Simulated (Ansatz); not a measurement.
Match the barriers

Saddle point of GeH$_{4}$, singlet (GeH₂ + H₂ → GeH₂ + H₂; bonds formed: Ge1–H2, H3–H4; bonds broken: Ge1–H4, H2–H3), PBE0-D4/def2-TZVP structure:

```
5
angstrom
Ge -0.2395 -0.4411 0.8323
H 0.6779 -0.7711 -0.5636
H -0.0900 -0.0352 -0.8432
H -1.0137 0.3953 -0.4327
H 0.6652 0.8521 1.0073
```

Program: Ansatz 0.2.0. Basis: def2-TZVPP, with def2-QZVPP for the basis limit. Cores are frozen in the correlated methods. Filled d shells of the heavier atoms are correlated. The def2 sets are not built for correlating such inner shells, so the correlated values are less sure here. Extrapolation: Hartree–Fock as exp(−7.88 √X), correlation as X^−2.97. Four methods, as single points on the PBE0-D4 structures, gave these electronic barriers from the start structure: 9.89, 11.37, 15.08, 21.77 kcal/mol.

(1) The methods were, in alphabetical order, BHLYP-D4, BLYP-D4, HF, PBE0-D4. Which gave which? (Judge from chemistry; the calculation decides.)

T1 diagnostic: at most 0.014.

## Answers

(1) By the calculation: PBE0-D4 9.89; BLYP-D4 11.37; BHLYP-D4 15.08; HF 21.77 kcal/mol. For comparison, CCSD(T) at an estimated basis limit (MP2 extrapolated from triple and quadruple zeta, plus CCSD(T) − MP2 in triple zeta) gives 11.83 kcal/mol.

For scale, one of the runs: CCSD(T)/def2-TZVPP, 104 basis functions, launched by `ansatz run in.yaml --threads 2 --pin off --events-out ev --progress --plain --max-ram 4352MiB`. The run took about 3.2 s on 2 CPU threads of an Arm Neoverse V1 (shared host).
